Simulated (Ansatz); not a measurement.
Harmonic frequencies (cm⁻¹) at PBE0-D4/def2-TZVP from Ansatz: 156, 238, 269, 272, 700, 707, 726, 738, 772, 928, 2273, 3885.

Each molecule was computed in one conformer, which needn't be the lowest.

Question: Which molecule is it?
A. `[OH][GeH]([F])[F]`
B. `[SH][GeH3]`
C. `[OH][GeH]([Cl])[Cl]`
D. `[OH][Ge]([F])([Cl])[Cl]`

Answer: A.
